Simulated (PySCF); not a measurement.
Compound: TMS, C4H12Si.
Structure used (GFN2-xTB), in Å, numbered top down from 1:
```xyz
17
C4H12Si angstrom
C     -0.4066   -1.2134   -1.4194
Si    -0.0012   -0.0007   -0.0018
C      0.0081    1.7855   -0.6754
C     -1.3198   -0.1549    1.3703
C      1.7161   -0.4155    0.7216
H     -1.3797   -1.0036   -1.8532
H     -0.4187   -2.2416   -1.0702
H      0.3270   -1.1480   -2.2173
H      0.2425    2.5019    0.1064
H     -0.9581    2.0579   -1.0892
H      0.7465    1.9077   -1.4621
H     -2.3121    0.0753    0.9941
H     -1.3509   -1.1605    1.7791
H     -1.1170    0.5258    2.1917
H      1.7463   -1.4264    1.1171
H      2.4931   -0.3368   -0.0328
H      1.9775    0.2592    1.5312
```

Theory: HCTH407/def2-TZVP in PySCF (dipole) on a GFN2-xTB geometry, gas phase.

Masses are those of the commonest isotopes; rigid-rotor values at the optimised geometry. 

Q: What are A, B and C (MHz)?

A: Ia = 167.53, Ib = 167.76, Ic = 167.83 u·Å²; 505379 MHz·u·Å²/I gives A = 3017, B = 3012, C = 3011 MHz.

Q: What kind of rotor is it?

A: A spherical top, as the point group Td requires three equal moments; the computed ones differ by 0.18 % because the geometry is symmetric only within the optimiser's tolerance.

The point group Td allows no dipole (computed: 0.00 D), so a rigid rotor has no electric-dipole lines.

Q: Estimate the classical rotational partition function at 100 K, 200 K and 298.15 K.

A: Point group Td, symmetry number σ = 12; q = (√π/σ)·√((kT/h)³/(ABC)), k/h = 20836.6 MHz/K: 2690 at 100 K, 7600 at 200 K, 13800 at 298.15 K.

Whether it is a minimum is left open (no frequencies). No vibrational averaging or centrifugal distortion is included, and the geometry carries the error of its method.
